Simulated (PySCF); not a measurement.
Computed shifts of a molecule C₂H₇BO₃, PBE0/pcSseg-1 (PySCF), GIAO, gas phase, equivalent atoms averaged, in ppm (number of nuclei): ¹³C: 61.0 (1), 59.3 (1). ¹H: 5.13 (1), 4.40 (1), 4.04 (1), 3.78 (1), 3.73 (1), 1.58 (1), -0.38 (1). References: ¹⁷O against H2O (σ = 334.2 ppm); ¹³C against TMS (σ = 186.3 ppm); ¹¹B against BF3 (σ = 88.8 ppm); ¹H against TMS (σ = 31.56 ppm), references at their B3LYP-D3(BJ)/def2-TZVP geometries, non-relativistic. Geometry optimised at B3LYP-D3(BJ)/def2-SVP. Other conformers were not sampled.

Problem. Which structure fits?
(A) OCB(O)CO
(B) C[C@H](O)B(O)O
(C) COB(O)OC
(D) OCCB(O)O

Solution. A, OCB(O)CO
